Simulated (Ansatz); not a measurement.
Program: Ansatz. Geometries: PBE0-D4/def2-TZVP. ΔE: electronic, gas phase. CCSD(T)/CBS adds triple-zeta CCSD(T) − MP2 to the extrapolated MP2 energy (def2 sets, frozen cores). Functionals use def2-TZVPP. B3LYP here is the variant with VWN-RPA as its local correlation; programs differ in this. For Ge outer-core shells are correlated without core-valence functions, which leaves a few kJ/mol of doubt a bond. Scalar relativity is left out up to krypton. One conformer a species, not always the lowest.

`C[O][AlH][GeH3]` + `BC[SiH2]CF` → `B[CH2][AlH][GeH3]` + `CO[SiH2]CF`  (redistribution)

Problem. Is it downhill or uphill in electronic energy at CCSD(T)/CBS, and by how much? (Best estimate.)

Solution. Computed: Uphill: ΔE = +25.8 kJ/mol.

Problem. What do these levels give: PBE-D4, r2SCAN-D4, PBE0-D4, B3LYP-D4, ωB97X-V, ωB97M-V, B2PLYP, r2SCAN, B3LYP, SCS-MP2/def2-TZVPP, SCS-MP2/def2-QZVPP, HF/CBS(def2)? (Estimate.)

Solution. Computed: PBE-D4 27.8, r2SCAN-D4 27.5, PBE0-D4 26.3, B3LYP-D4 27.8, ωB97X-V 27.5, ωB97M-V 25.7, B2PLYP 28.5, r2SCAN 27.7, B3LYP 29.0, SCS-MP2/def2-TZVPP 27.2, SCS-MP2/def2-QZVPP 26.8, HF/CBS(def2) 27.2 kJ/mol.

Largest T1 diagnostic among the species: 0.013.
